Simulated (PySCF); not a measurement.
Excitations are Tamm–Dancoff values on a coarser integration grid. The basis has no diffuse functions, so Rydberg states are missing or too high.

Cartesian coordinates (Å):
SMILES: C=C[SeH]
```xyz
7

C     -0.8260    -0.4859    -0.0899
C     -0.1162     0.5833     0.2423
Se     1.7709     0.8206     0.1065
H     -1.9010    -0.4885     0.0393
H     -0.3765    -1.3834    -0.4953
H     -0.5901     1.4699     0.6468
H      2.0388    -0.5159    -0.4498
```
Charge 0, spin multiplicity 1.

### Question
What is the computed S1 excitation (TDA), HOMO–LUMO gap and dipole moment (PySCF 2.14.0 with TPSSh-D3(BJ)/def2-TZVP // B3LYP-D3(BJ)/def2-TZVP)?

### Answer

```json
{
 "S1 excitation (TDA)": "4.85 eV",
 "HOMO–LUMO gap": "5.37 eV",
 "dipole_moment": "0.77 D"
}
```
